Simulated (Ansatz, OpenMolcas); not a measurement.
**The same job for Ansatz**

OpenMolcas 26.06 runs this on GaHCl2O (SMILES [OH][Ga]([Cl])[Cl]):

mol.input:
```
* Cl2GaHO Hartree-Fock

&GATEWAY
 BASLIB = $CurrDir
 COORD
 5
 angstrom
 O        0.254500       1.354600       0.245900
 Ga       0.118500      -0.394500       0.056800
 Cl       1.500000      -1.634900       1.057700
 Cl      -1.407900      -1.236300      -1.155800
 H       -0.415200       1.837400      -0.246000
 BASIS = STO-3G
 GROUP = NoSym

&SEWARD

&SCF
 THRESHOLDS = 1e-10 1e-07 1e-07 1e-05
 PRORBITALS = 1 1

&ALASKA
```

```bash
$ export MOLCAS_MEM=1860
$ pymolcas mol.input > mol.log
```

(Basis files named in the input come from the Basis Set Exchange and aren't shown.)

The shape is that of a PBE0-D4/def2-TZVP optimisation.

The shape isn't stationary at this level (largest force 4.9 eV/Å).

It gives a total energy of -2884.620229 Eh.

Translate the job to Ansatz 0.2.0 as an input file of the program's own, asking for the energy.

This input was run:

molecule.yaml:
```yaml
crystal:
  periodic: [false, false, false]
  atoms:
    - {symbol: O, position_ang: [0.254500, 1.354600, 0.245900]}
    - {symbol: Ga, position_ang: [0.118500, -0.394500, 0.056800]}
    - {symbol: Cl, position_ang: [1.500000, -1.634900, 1.057700]}
    - {symbol: Cl, position_ang: [-1.407900, -1.236300, -1.155800]}
    - {symbol: H, position_ang: [-0.415200, 1.837400, -0.246000]}
basis:
  gaussian:
    orbitals: STO-3G
hamiltonian:
  xc: hf
accuracy: high
output: {orbitals: {seedname: orbitals}}
```

```bash
$ ansatz run molecule.yaml --threads 1 --pin off --max-ram 3480MiB --events-out events.jsonl --progress --plain --runs-dir runs
```

Its energy is -2884.620229 Eh, the same as the first but for the last digit, at most.
